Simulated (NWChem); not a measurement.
System: SiH2O2, singlet; SMILES O[Si]O

```xyz
5

Si     0.6261     0.0205     0.0000
O     -0.4115     1.3174     0.0000
H     -1.3550     1.1039     0.0000
O     -0.5185    -1.2095     0.0000
H     -0.1674    -2.1067     0.0000
```
Atoms are numbered in this order, from 1.

All runs: NWChem. Pople sets run with spherical d functions. Low-valent species are run as closed-shell singlets; no triplet was tried in these runs. All runs use the structure optimised with PBE0/def2-SVP. B3LYP is NWChem's, with the RPA form of VWN correlation. Level: B3LYP/6-31G* with SMD (1 M gas to 1 M solution), gas-phase geometry. Reactions with the solvent are ignored.

**Question.** Predict the results for solvent cyclohexane. Quantities: solvation free energy (kcal/mol); cavity-dispersion-structure term (kcal/mol); dipole in solution (D).

**Answer.** The solvation free energy (kcal/mol) is -3.2, the cavity-dispersion-structure term (kcal/mol) comes out as -1.2 and the dipole in solution (D) comes out as 2.20.
